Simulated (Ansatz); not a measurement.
Input file for Ansatz (an electronic-structure program): U-CCSD(T)/cc-pV(D+d)Z on C3H9O2Si (SMILES CCO[SiH](C)[O]). The basis file is the Basis Set Exchange's JSON of that set.

Ansatz 0.2 input:
```yaml
crystal:
  periodic: [false, false, false]
  atoms:
    - {symbol: C, position_ang: [2.56916096, 0.14974613, 0.11100110]}
    - {symbol: C, position_ang: [1.12795141, 0.05691991, -0.35235000]}
    - {symbol: O, position_ang: [0.28157828, -0.13419922, 0.77244141]}
    - {symbol: Si, position_ang: [-1.29659706, -0.63870557, 0.70531889]}
    - {symbol: C, position_ang: [-2.36683972, 0.48939720, -0.35772254]}
    - {symbol: O, position_ang: [-1.49897720, -2.12380732, -0.04496119]}
    - {symbol: H, position_ang: [2.86904223, -0.77884468, 0.62045479]}
    - {symbol: H, position_ang: [3.24269239, 0.31426233, -0.74501987]}
    - {symbol: H, position_ang: [2.69178277, 0.98357986, 0.81931710]}
    - {symbol: H, position_ang: [1.00845459, -0.78003542, -1.06540529]}
    - {symbol: H, position_ang: [0.83758622, 0.98293366, -0.88514559]}
    - {symbol: H, position_ang: [-1.73538018, -0.70355087, 2.12086068]}
    - {symbol: H, position_ang: [-3.42899958, 0.21263897, -0.28690906]}
    - {symbol: H, position_ang: [-2.06143789, 0.44551962, -1.41404001]}
    - {symbol: H, position_ang: [-2.24001724, 1.52404539, 0.00205957]}
basis:
  gaussian:
    orbitals: cc-pV_D+d_Z.json
magnetization: {spin_polarized: true, initial_magnetization: 1}
correlation: {method: ccsd_t, electrons: outside_noble_gas}
scf: {omitted_lower_state_checks: [cluster_reference]}
```

It printed:

```
WARN ansatz: RAYON_NUM_THREADS=8 ignored (pool sized by the plan → 8); use --threads N
Functional definition: HF
these checks for a lower state are left out or cut short: cluster_reference
integrals: 0.51 GiB planned
1290 factors; integrals over basis functions are off by at most 1.1e-3 eV
mean field: 1.11 GiB planned
mean field evaluation 1: about -15161.2085 eV, gradient 3.7e1 eV
mean field evaluation 2: about -15161.3513 eV, gradient 3.7e1 eV
mean field evaluation 4: about -15170.6072 eV, gradient 7.4e0 eV
mean field evaluation 8: about -15172.1012 eV, gradient 6.1e-1 eV
mean field evaluation 16: about -15172.1333 eV, gradient 3.7e-3 eV
mean field evaluation 32: about -15172.1099 eV, gradient 2.1e0 eV
mean field evaluation 64: about -15171.8215 eV, gradient 2.1e0 eV
mean field -15172.13334417 eV, -557.5656163569 hartree, gradient 2.7e-6 eV, S^2 0.755858; 5 other end points of the search recorded, 0 dependent functions left out
10 core orbitals not correlated
reference -15172.13334417 eV, -557.5656163569 hartree; 19, 18 occupied and 109, 110 virtual orbitals, 1290 factors
second order -23.15044206 eV of doubles, -0.00000000 eV of singles
coupled cluster: 2.63 GiB planned
cycle   1  -24.36248361 eV  change    -1.2e0 eV  update   1.1e-1
cycle   2  -24.98556659 eV  change   -6.2e-1 eV  update   3.3e-2
cycle   3  -25.14356364 eV  change   -1.6e-1 eV  update   2.0e-2
cycle   4  -25.14876821 eV  change   -5.2e-3 eV  update   8.5e-3
cycle   5  -25.14953029 eV  change   -7.6e-4 eV  update   5.4e-3
cycle   6  -25.15239869 eV  change   -2.9e-3 eV  update   2.7e-3
cycle   7  -25.15297134 eV  change   -5.7e-4 eV  update   1.2e-3
cycle   8  -25.15317039 eV  change   -2.0e-4 eV  update   6.5e-4
cycle   9  -25.15328207 eV  change   -1.1e-4 eV  update   3.9e-4
cycle  10  -25.15305645 eV  change    2.3e-4 eV  update   2.8e-4
cycle  11  -25.15317967 eV  change   -1.2e-4 eV  update   2.0e-4
cycle  12  -25.15326658 eV  change   -8.7e-5 eV  update   1.4e-4
cycle  13  -25.15328853 eV  change   -2.2e-5 eV  update   8.3e-5
cycle  14  -25.15326497 eV  change    2.4e-5 eV  update   4.9e-5
cycle  15  -25.15322846 eV  change    3.7e-5 eV  update   3.3e-5
perturbative correction -0.65235169 eV, -0.0239734826 hartree
Total energy: -15197.93892432 eV, -558.5139539358 hartree
Checks for a lower state left out: cluster_reference
```

The calculation finished and met its thresholds.

Cost: very roughly 7 core-minutes.
